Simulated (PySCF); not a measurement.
A geometry optimisation on `CCc1cc2ccsc2cn1`.

Method: PBE0-D3(BJ)/def2-SVP geometry optimisation, gas phase (PySCF 2.14.0). Start geometry: GFN2-xTB. A driver script takes a list of jobs; this job's settings line and coordinates (Å) are shown.

Command:
```bash
OMP_NUM_THREADS=1 python probes_run.py task.json out
```

Input:
```
{"job": {"xc": "PBE0", "basis": "def2-SVP", "d3": "d3bj", "grid": 1, "kind": "geom"}, "charge": 0, "multiplicity": 1}
C     -3.014712    -0.561367    -0.634120
C     -2.324899     0.372869     0.361790
C     -0.859188     0.482226     0.055386
C      0.054771    -0.421367     0.569691
C      1.397578    -0.280134     0.218526
C      2.538974    -1.048723     0.593281
C      3.676850    -0.585294     0.034432
S      3.450483     0.803551    -0.973773
C      1.741791     0.780244    -0.645357
C      0.750568     1.633868    -1.107941
N     -0.506791     1.480111    -0.761647
H     -2.588269    -1.561144    -0.581838
H     -2.889777    -0.185066    -1.646296
H     -4.078058    -0.625965    -0.415857
H     -2.769696     1.365479     0.289156
H     -2.462819    -0.007274     1.375667
H     -0.258763    -1.215540     1.230690
H      2.492639    -1.901052     1.247302
H      4.670309    -0.975203     0.146772
H      0.973862     2.460458    -1.768598
```

Output:
```
step   0  E = -800.32102282  max force = 0.011371
step   1  E = -800.32314483  max force = 0.002173
step   2  E = -800.32320961  max force = 0.000631
step   3  E = -800.32326872  max force = 0.001686
step   4  E = -800.32339418  max force = 0.003588
step   5  E = -800.32354735  max force = 0.004068
step   6  E = -800.32371703  max force = 0.002318
step   7  E = -800.32378652  max force = 0.000846
step   8  E = -800.32378954  max force = 0.000585
step   9  E = -800.32379631  max force = 0.000179
optimisation converged
```

Energies in Eh; «max force» is the largest Cartesian gradient component in Eh/bohr.

Give the first gradient maximum in eV/Å.

With 1 Eh/bohr = 51.422 eV/Å, 0.585 eV/Å.

How much energy does the optimisation release, in kJ/mol?

E(step 0) − E(last step) = 0.002773 Eh, which is 7.3 kJ/mol.

Main results: final energy -800.32380 Eh after 9 steps; dipole 2.26 D.

Give the final coordinates.

0.352 Å rms from the input after alignment:
```
atom  x, y, z in Å
C1    -3.1163   -0.2724   -0.7519
C2    -2.2607    0.1612    0.4323
C3    -0.8064    0.2983    0.0717
C4     0.1738   -0.4850    0.6706
C5     1.5115   -0.3139    0.2794
C6     2.7111   -0.9687    0.7179
C7     3.8169   -0.4995    0.0758
S8     3.4765    0.7424   -1.0798
C9     1.7813    0.6553   -0.7125
C10    0.7275    1.3952   -1.2607
N11   -0.5205    1.2149   -0.8757
H12   -2.8153   -1.2673   -1.1155
H13   -2.9973    0.4396   -1.5815
H14   -4.1816   -0.3167   -0.4797
H15   -2.6127    1.1420    0.7949
H16   -2.3676   -0.5465    1.2690
H17   -0.0937   -1.2199    1.4335
H18    2.7384   -1.7517    1.4764
H19    4.8480   -0.8230    0.2190
H20    0.9134    2.1531   -2.0313
```

The run took about 11 min of CPU time (one thread, shared machine).
Labels such as C1 count atoms from 1, the log's own numbers from 0.
